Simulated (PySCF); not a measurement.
## TaH and its ions

PBE0; PySCF, scalar-relativistic core potentials, basis sets Ta def2-TZVPPD with ECP60, H def2-TZVPPD. Neutral (UKS): quintet (σ ↑, π ↑↑, δ ↑), Re = 1.774 Å, ωe = 1776 cm⁻¹, HOMO -4.91 eV, LUMO -2.13 eV.

TaH⁺ (UKS): quartet (σ ↑, π ↑, δ ↑), Re = 1.732 Å, ωe = 1939 cm⁻¹. The energies at the minima are -57.42363 hartree for TaH and -57.15889 for TaH⁺.

Work out the adiabatic ionisation energy, without and with harmonic zero-point energies (1 hartree = 27.2114 eV, 1 eV = 8065.5 cm⁻¹), and the change of the bond length.

At PBE0: 0.26474 hartree = 7.204 eV between the minima; the zero-point term (1939.0 − 1776.0)/2 cm⁻¹ = +0.010 eV makes it 7.214 eV. Re changes by -4.2 pm against the neutral. The electron leaves a π orbital, which is non-bonding in a hydride.

De is left out where the level can put another filling of the metal’s s and d shells below the measured ground configuration, by anything from nothing to about 1 eV. These are scalar-relativistic numbers at best; spin–orbit coupling would shift them, the dissociation energy most. With d or f electrons several states lie close, and the lowest PBE0 determinant need not be the measured ground state.
